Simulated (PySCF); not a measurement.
FRb (SMILES [F][Rb]), singlet, geometry from GFN2-xTB (such geometries of metal compounds can be far from the true shape) (core potentials on Rb); HF/def2-TZVP run with PySCF.

The PySCF input:
```python
from pyscf import gto, scf

mol = gto.Mole()
mol.atom = '''
    Rb   -0.000000   -0.000000   -0.430500
    F     0.000000    0.000000    1.769833
'''
mol.basis = 'def2-tzvp'
mol.ecp = {'Rb': 'def2-tzvp'}
mol.charge = 0
mol.spin = 0
mol.verbose = 5
mol.build()

mf = scf.RHF(mol)
mf.kernel()
mf.analyze()
```

Problem. Predict the main parts of the log of this PySCF run.

Solution. 
```
PySCF version 2.14.0

[INPUT] verbose = 5
[INPUT] max_memory = 4000
[INPUT] num. atoms = 2
[INPUT] num. electrons = 18
[INPUT] charge = 0
[INPUT] spin (= nelec alpha-beta = 2S) = 0
[INPUT] symmetry False subgroup None
[INPUT] Mole.unit = angstrom
[INPUT] Symbol           X                Y                Z      unit          X                Y                Z       unit  Magmom
[...]
[INPUT] ---------------- BASIS SET ----------------
[INPUT] l, kappa, [nprim/nctr], expnt,             c_1 c_2 ...
[INPUT] Rb
[...]
                                6.7296180594      -0.42629251814
[...]
                                3.3320183956      -0.18485131426
                                0.8015005491      0.42811864954
                                0.36302220227     0.58673165411
[...]
[INPUT] F
[...]
                                5318.4728983      0.0016700686527
                                1210.4810975      0.0086733211476
                                342.8551814       0.035049933175
                                112.01943181      0.11165320133
                                40.714740248      0.25988506647
[...]
                                6.503818674       0.24998238551
[...]
                                18.594010743      0.04430314353
                                5.6867902653      0.16867248708
                                1.9511006294      0.36166346255
[...]
nuclear repulsion = 19.4803941423957
number of shells = 24
number of NR pGTOs = 89
number of NR cGTOs = 64
basis = def2-tzvp
ecp = {'Rb': 'def2-tzvp'}

******** <class 'pyscf.scf.hf.RHF'> ********
method = RHF
initial guess = minao
damping factor = 0
level_shift factor = 0
DIIS = <class 'pyscf.scf.diis.CDIIS'>
diis_start_cycle = 1
diis_space = 8
diis_damp = 0
SCF conv_tol = 1e-09
SCF conv_tol_grad = None
SCF max_cycles = 50
direct_scf = True
direct_scf_tol = 1e-13
Set gradient conv threshold to 3.16228e-05
Initial guess from minao.
Density of valence part of ANO basis will be used as initial guess for Rb
E1 = -211.45906482865186  E2 = 71.81481601183259  Ecoul = 84.48925232934252  Exc = -12.67443631750993
init E= -120.163854674424
cond(S) = 213.36900308723932
[...]
  mo_energy =
[-2.65678833e+01 -1.82711987e+00 -1.73651894e+00 -1.05687764e+00
 -1.02417227e+00 -1.02417227e+00 -7.72573833e-01 -7.72573833e-01
 -7.32497424e-01 -1.41785672e-01 -3.57869154e-02 -3.57869154e-02
 -2.98356301e-02 -5.43897605e-03 -5.43897605e-03 -3.65866295e-03
 -3.65866295e-03 -2.36161254e-03  4.84776475e-03  4.19757102e-02
  4.28792063e-02  4.28792063e-02  4.40917385e-02  4.40917385e-02
  5.64312223e-02  5.64312223e-02  9.13647869e-02  2.98522630e-01
  2.98522630e-01  3.08138910e-01  3.08138910e-01  3.44860716e-01
  5.44864861e-01  5.44864861e-01  5.91183676e-01  6.25584758e-01
  6.55639138e-01  6.55639138e-01  7.13276235e-01  9.69820813e-01
  2.04399264e+00  2.04399264e+00  2.06926567e+00  2.06926567e+00
  2.27954728e+00  3.44165073e+00  3.44165073e+00  3.44904041e+00
  3.94438846e+00  7.12671295e+00  7.12671295e+00  7.12838034e+00
  7.12838034e+00  7.13055876e+00  7.13625314e+00  7.13625314e+00
  8.58558540e+00  8.58558540e+00  8.60290669e+00  8.60290669e+00
  8.72977947e+00  1.28540662e+01  3.90720843e+01  5.80586787e+01]
E1 = -223.52579504096235  E2 = 80.83317802673545  Ecoul = 94.93469422507944  Exc = -14.101516198343987
cycle= 1 E= -123.212222871831  delta_E= -3.05  |g|= 0.78  |ddm|= 2.32
[...]
  mo_energy =
[-2.55222934e+01 -1.50893284e+00 -1.09739988e+00 -7.51381628e-01
 -7.51381628e-01 -7.28101513e-01 -2.20275203e-01 -2.20275203e-01
 -2.08657862e-01 -6.89248729e-03  1.82160012e-02  1.82160012e-02
  2.91470256e-02  3.61707098e-02  3.61707098e-02  5.10365004e-02
  5.10365004e-02  7.11893562e-02  7.99865373e-02  1.11576986e-01
  1.11576986e-01  1.25994632e-01  1.34370831e-01  1.34370831e-01
  1.87307656e-01  1.87307656e-01  2.55306771e-01  5.14865721e-01
  5.14865721e-01  5.35440274e-01  5.35440274e-01  5.77352903e-01
[...]
converged SCF energy = -123.314397210232
Total Energy =                        -123.314397210232286
[...]
1 F 4f-1        -0.00000   0.00000   0.00000  -0.00161   0.00857
1 F 4f+0        -0.00000   0.00000   0.00000  -0.00000   0.00000
1 F 4f+1         0.00000  -0.00000   0.00000   0.00857   0.00161
1 F 4f+2        -0.00000   0.00178   0.00015   0.00000  -0.00000
1 F 4f+3         0.71612  -0.00000  -0.00000   0.00000   0.00000
               #61       #62       #63       #64
0 Rb 4s         -0.00858   0.21526  -0.11236  -0.00010
0 Rb 5s         -0.00160   0.04305  -0.02456   0.00113
0 Rb 6s         -0.02820   0.05676   0.07309  -0.00403
0 Rb 7s          0.01018   0.33995  -0.48788   0.00256
0 Rb 8s          0.00836  -0.10558  -0.84843   0.00538
0 Rb 9s          0.03079  -0.90426  -0.11104  -0.00656
0 Rb 4px        -0.00130  -0.00008  -0.00000  -0.00005
0 Rb 4py         0.00000   0.00000   0.00000  -0.00000
0 Rb 4pz        -0.00000  -0.00000   0.00000  -0.00000
0 Rb 5px        -0.04637  -0.00756  -0.03691  -0.00450
0 Rb 5py        -0.00000  -0.00000   0.00000  -0.00000
0 Rb 5pz        -0.00000   0.00000  -0.00000   0.00000
0 Rb 6px        -0.03392   0.00048  -0.03772  -0.04021
0 Rb 6py        -0.00000   0.00000   0.00000   0.00000
0 Rb 6pz         0.00000  -0.00000   0.00000  -0.00000
0 Rb 7px        -0.00054   0.00128  -0.00221  -0.01041
0 Rb 7py        -0.00000   0.00000   0.00000  -0.00000
0 Rb 7pz         0.00000   0.00000  -0.00000  -0.00000
0 Rb 4dxy        0.00000   0.00000   0.00000  -0.00000
0 Rb 4dyz        0.02149   0.00041   0.01278  -0.00386
0 Rb 4dz^2       0.00000   0.00000   0.00000   0.00000
0 Rb 4dxz       -0.00000  -0.00000  -0.00000   0.00000
0 Rb 4dx2-y2     0.00000   0.00000   0.00000   0.00000
0 Rb 5dxy       -0.00000  -0.00000  -0.00000   0.00000
0 Rb 5dyz        0.02453   0.00518   0.01526  -0.00723
0 Rb 5dz^2       0.00000   0.00000   0.00000   0.00000
0 Rb 5dxz        0.00000   0.00000   0.00000  -0.00000
0 Rb 5dx2-y2     0.00000   0.00000   0.00000   0.00000
0 Rb 6dxy        0.00000   0.00000   0.00000  -0.00000
0 Rb 6dyz        0.00213  -0.00274   0.00553   0.01710
0 Rb 6dz^2      -0.00000  -0.00000  -0.00000  -0.00000
0 Rb 6dxz        0.00000   0.00000   0.00000  -0.00000
0 Rb 6dx2-y2    -0.00000  -0.00000  -0.00000  -0.00000
1 F 1s           0.00000   0.00019  -0.00010  -0.00156
1 F 2s           0.00017  -0.00519   0.00247  -0.00031
1 F 3s           0.01887  -0.00624   0.02911   0.08904
1 F 4s           0.02628  -0.01926   0.02391  -0.11621
1 F 5s           0.00192   0.00747  -0.00323  -0.98807
1 F 2px         -0.00000  -0.00000  -0.00000   0.00000
1 F 2py         -0.00000   0.00000   0.00000  -0.00000
1 F 2pz          0.00079  -0.02320   0.01193   0.00002
1 F 3px         -0.00000   0.00000  -0.00000  -0.00000
1 F 3py          0.00000  -0.00000  -0.00000   0.00000
1 F 3pz         -0.04426   0.02796  -0.07411  -0.00853
1 F 4px          0.00000  -0.00000  -0.00000   0.00000
1 F 4py         -0.00000   0.00000   0.00000  -0.00000
1 F 4pz          0.01914  -0.03293   0.02507   0.00287
1 F 3dxy        -0.00000  -0.00000  -0.00000  -0.00000
1 F 3dyz        -0.00000   0.00000  -0.00000   0.00000
1 F 3dz^2        0.26988  -0.00541  -0.01353  -0.00152
1 F 3dxz         0.00000  -0.00000  -0.00000  -0.00000
1 F 3dx2-y2      0.00000   0.00000   0.00000   0.00000
1 F 4dxy         0.00000   0.00000  -0.00000   0.00000
1 F 4dyz         0.00000  -0.00000  -0.00000   0.00000
1 F 4dz^2       -0.95747  -0.03352  -0.01205  -0.00199
1 F 4dxz        -0.00000  -0.00000  -0.00000   0.00000
1 F 4dx2-y2     -0.00000  -0.00000  -0.00000  -0.00000
1 F 4f-3         0.00000   0.00000   0.00000  -0.00000
1 F 4f-2         0.00000  -0.00000  -0.00000   0.00000
1 F 4f-1         0.00000  -0.00000  -0.00000  -0.00000
1 F 4f+0         0.02612   0.00658   0.00228   0.00040
1 F 4f+1        -0.00000   0.00000   0.00000   0.00000
1 F 4f+2         0.00000   0.00000  -0.00000  -0.00000
1 F 4f+3         0.00000   0.00000   0.00000  -0.00000
Dipole moment(X, Y, Z, Debye): -0.00000, -0.00000, -8.63082
```
